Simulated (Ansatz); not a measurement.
`CCCCCCCCCCCCO` with charge +1. Charge 1, multiplicity 2. Geometry PBE-D4/def2-SVP, that of the neutral singlet; atoms count from 1.

Cartesian coordinates in Å:
```
C 0.707 -2.371 -5.258
C 0.369 -2.484 -3.771
C -0.673 -1.460 -3.308
C -1.106 -1.599 -1.841
C 0.016 -1.451 -0.800
C 0.802 -0.131 -0.864
C -0.044 1.145 -0.723
C -0.889 1.241 0.556
C -0.085 1.201 1.859
C -0.949 1.396 3.110
C -0.202 1.269 4.441
C 0.857 2.339 4.677
O 1.387 2.156 5.980
H 1.111 -1.366 -5.505
H -0.193 -2.526 -5.890
H 1.465 -3.119 -5.568
H 1.300 -2.370 -3.174
H -0.004 -3.509 -3.548
H -1.575 -1.549 -3.954
H -0.282 -0.434 -3.493
H -1.587 -2.593 -1.701
H -1.905 -0.855 -1.633
H 0.733 -2.294 -0.904
H -0.426 -1.572 0.213
H 1.583 -0.147 -0.073
H 1.362 -0.079 -1.822
H -0.717 1.242 -1.603
H 0.635 2.025 -0.773
H -1.649 0.428 0.572
H -1.474 2.187 0.525
H 0.709 1.980 1.816
H 0.454 0.231 1.945
H -1.774 0.650 3.092
H -1.449 2.391 3.058
H 0.285 0.271 4.516
H -0.921 1.323 5.287
H 1.655 2.265 3.896
H 0.387 3.349 4.555
H 2.087 2.819 6.109
```

**Question.** Estimate the Mulliken populations of the heavy atoms from the PBE0/def2-SVP orbitals of Ansatz.

**Answer.** 
```tsv
atom	charge (e)	spin (α − β)
C1	-0.09	0.01
C2	-0.14	0.03
C3	-0.10	0.04
C4	-0.07	0.04
C5	-0.09	0.05
C6	-0.09	0.03
C7	-0.06	0.03
C8	-0.08	0.01
C9	-0.12	0.02
C10	-0.09	0.00
C11	-0.10	0.00
C12	0.07	0.00
O13	-0.15	0.34
```
Mulliken values depend strongly on the basis.

**Question.** Where does the spin sit?

**Answer.** Summed by element: C 0.27, O 0.34, H 0.39, of 1 unpaired in all. Largest on single atoms: O13 0.34, H38 0.07, H37 0.06.

**Question.** And the Mayer bond orders between heavy atoms (over 0.3)?

**Answer.** C1–C2 1.09 (1.53 Å); C2–C3 1.03 (1.53 Å); C3–C4 1.07 (1.54 Å); C4–C5 1.04 (1.54 Å); C5–C6 1.06 (1.54 Å); C6–C7 1.05 (1.54 Å); C7–C8 1.08 (1.54 Å); C8–C9 1.05 (1.53 Å); C9–C10 1.05 (1.53 Å); C10–C11 1.07 (1.53 Å); C11–C12 1.06 (1.52 Å); C12–O13 1.05 (1.42 Å).
